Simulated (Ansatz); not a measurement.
The cluster Ba₂Te⁻. Charge -1, multiplicity 2. Geometry r2SCAN-D4/def2-TZVP, that of the neutral singlet; atoms count from 1.

```xyz
3

Ba    1.7759    1.1210   -0.5680
Ba   -0.5972   -1.3351    1.6104
Te   -1.1786    0.2141   -1.0424
```

In the def2 sets Ba, Te take a core potential; there is no spin–orbit coupling. The charge -1 doublet is spin-contaminated (final ⟨S²⟩ up to 0.90, 0.75 for a pure state). The structure comes from a short search, and lower isomers may exist.

Q: Estimate the Mulliken populations from the PBE0/def2-TZVPD orbitals of Ansatz.

A: 
| atom | charge (e) | spin (α − β) |
| --- | --- | --- |
| Ba1 | 0.14 | 0.45 |
| Ba2 | 0.14 | 0.45 |
| Te3 | -1.29 | 0.11 |
Mulliken values and Mayer orders depend strongly on the basis. With diffuse functions, as here, like atoms can get unlike values, and bond orders can come out too low or too high.

Q: Where does the spin sit?

A: Summed by element: Ba 0.89, Te 0.11, of 1 unpaired in all. Largest on single atoms: Ba2 0.45, Ba1 0.45, Te3 0.11.

Q: And the Mayer bond orders between bonded heavy atoms (over 0.3)?

A: Ba1–Ba2 1.91 (4.05 Å); Ba1–Te3 0.56 (3.13 Å); Ba2–Te3 0.56 (3.13 Å).
